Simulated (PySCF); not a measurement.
selenium hexafluoride (F6Se), SMILES F[Se](F)(F)(F)(F)F. Geometry optimised at PBE-D3(BJ)/def2-SVP.

### Question
Give the equilibrium geometry at PBE-D3(BJ)/def2-SVP (PySCF confirms it by a frequency run) as Cartesian coordinates in Å, and its point group. (Estimate from the structure and the level; the computed values follow.)

### Answer
point group Oh.
```xyz
7

F      0.0000    -1.7350     0.0000
Se     0.0000     0.0000     0.0000
F      1.7350     0.0000     0.0000
F      0.0000     0.0000     1.7350
F     -1.7350     0.0000     0.0000
F      0.0000     0.0000    -1.7350
F      0.0000     1.7350     0.0000
```
